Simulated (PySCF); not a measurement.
## Static response to an electric field

C₄H₆FO₂P.
Structure used (GFN2-xTB), in Å, numbered top down from 1:
```xyz
14
C4H6FO2P angstrom
C     -2.299    0.722    0.568
C     -1.130   -0.150    0.369
C     -0.761   -1.298   -0.221
F     -1.356   -2.236   -0.950
P      0.597   -0.608    0.736
O      1.101   -1.112    2.018
C      1.941    0.191   -0.275
O      2.702    0.981    0.574
H     -3.170    0.301    0.068
H     -2.508    0.824    1.632
H     -2.100    1.718    0.172
H      2.533   -0.616   -0.737
H      1.517    0.826   -1.053
H      2.931    0.457    1.357
```

Level: PBE0/def2-SVPD (PySCF), static field, nuclei fixed, core orbitals frozen in the response. The polarisability tensor in these axes (au):

```
x   93.30 -0.35  4.17
y   -0.35 71.50  3.60
z    4.17  3.60 68.91
```

**Question.** Diagonalise the tensor; give its mean and Δα, where Δα² is half the sum of the squared differences of the eigenvalues.

**Answer.** Principal values 65.89, 73.82 and 93.99 au; mean 77.90 au = 11.54 Å³ = 12.84 × 10⁻⁴⁰ C²·m²/J; Δα = 25.09 au (32 % of the mean).

**Question.** What is the dipole moment, and where does it point?

**Answer.** (-1.68, 1.66, -2.14) D, 3.18 D in size, pointing from the negative to the positive side. Measured along this direction, the outermost atoms are O6 at the negative end and H11 and H9 at the positive end.

**Question.** Along which axes do the principal values lie, and how far do the nuclei extend along each?

**Answer.** Largest value along (0.99, 0.01, 0.17), where the nuclei span 6.23 Å; middle along (-0.10, 0.84, 0.53), 4.06 Å; least along (-0.13, -0.54, 0.83), 3.65 Å. The response follows the extents in order.

**Question.** Give the eigenvalues of the traceless quadrupole moment Θ = ½Σq(3rr − r²1), origin at the centre of nuclear charge.

**Answer.** -8.19, -5.67, 13.86 D·Å. The values depend on the origin, since the dipole doesn't vanish. The electronic extent ⟨r²⟩ about the same centre is 1248 bohr², a root-mean-square distance of 2.23 Å for the 70 electrons.

**Question.** What molar refraction does this α imply?

**Answer.** Lorentz–Lorenz: R = (4π/3)N_A α = 2.5225 cm³/(mol·Å³) × 11.54 Å³ = 29.1 cm³/mol, in the limit of long wavelengths.

Geometry: GFN2-xTB, one conformer, isolated molecule.

The run behind these numbers computed excited states as well. Rough CPU time on one thread of a shared machine: about 70 s.
